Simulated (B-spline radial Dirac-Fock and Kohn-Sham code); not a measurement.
## Atomic SCF run for Sb

ΔSCF core binding energies without Breit or QED terms, calculated with a radial finite-basis atomic code. Keys: rel is the Hamiltonian (dirac, or spin-free x2c and nr, where L3 and M5 stand for the whole 2p and 3d shells), method is hf or an exchange,correlation pair (spin-unpolarised, also for the hole states), nuc the nuclear model, radius_factor scales its radius, rmax is the box in bohr, h the logarithmic mesh step, order the B-spline order, points the quadrature points per cell, c_factor scales the speed of light, and damp, ndamp, maxit and tol steer the iteration. The run stops when the commutator error falls below 10·tol·max(1, Z/10), or the numerical noise floor, and the energy has settled to about 1e-8 Ha; the virial ratio is −V/T.

Input (task.json):

```json
{"items": [{"Z": 51, "q": 0, "cfg": [[1, 0, 2], [2, 0, 2], [2, 1, 6], [3, 0, 2], [3, 1, 6], [3, 2, 10], [4, 0, 2], [4, 1, 6], [4, 2, 10], [5, 0, 2], [5, 1, 3]], "A": 121, "rrms": 4.6802, "do": "settings", "holes": ["K", "L3", "M5"],
  "settings": [{"rel": "dirac", "method": "wc,pbe", "nuc": "fermi", "radius_factor": 1.0, "rmax": 45.0, "h": 0.3, "order": 8, "points": 10, "c_factor": 1.0, "maxit": 60, "damp": 0.5, "ndamp": 3, "tol": 1e-08}]}]}
```

Command: `python xray2_run.py task.json out`

Ground-state iterations:

```
iter   energy (Ha)        error
   1    -6480.46867132  1.99e+00
   2    -6480.37989998  3.35e-01
   3    -6482.54879300  1.29e-02
   4    -6482.55284997  5.76e-03
   5    -6482.55327044  1.38e-03
   6    -6482.55333235  5.19e-04
   7    -6482.55333895  2.29e-04
   8    -6482.55334037  2.48e-05
   9    -6482.55334038  8.86e-07
  10    -6482.55334038  6.89e-08
```

The ground state converged in 10 iterations, with total energy -6482.55334 Ha, virial ratio 1.94773 and highest orbital energy -4.65 eV. ΔSCF binding energies: K (1s) 30622.9 eV, L3 (2p3/2) 4128.6 eV, M5 (3d5/2) 533.0 eV.
